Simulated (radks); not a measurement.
Results of a calculation; reference values are marked as such.
He+, configuration 1s0.75 2s0.25 (fractional occupations, a model configuration).

Code: a radial shooting solver on a logarithmic mesh with Libxc functionals. Model: non-relativistic Kohn-Sham, r2SCAN, spin-unpolarised, spherical densities, point nucleus; meta-GGA in the generalised Kohn-Sham scheme; without spin polarisation the odd electron is poorly described.

Energy parts (hartree):
total: -1.56729
kinetic: 1.55415
electron-nucleus: -3.17343
Hartree: 0.41940
exchange-correlation: -0.36741

Orbitals (lengths in bohr, moments of r in powers of bohr):
orbital  occ.  eigenvalue (hartree)   <r^2>
1s       0.75              -1.60411  0.7697
2s       0.25              -0.27538   15.57

The highest occupied level is 2s at -7.493 eV. The electron density at the nucleus is 1.943 e/bohr^3. The density falls to 0.001 e/bohr^3 at r = 2.39 bohr. Summed over all electrons, <r^2> = 4.470 bohr^2, which gives a Langevin (diamagnetic) susceptibility term of -3.54 x 10^-6 cm^3/mol. Virial ratio -V/T = 2.00845.
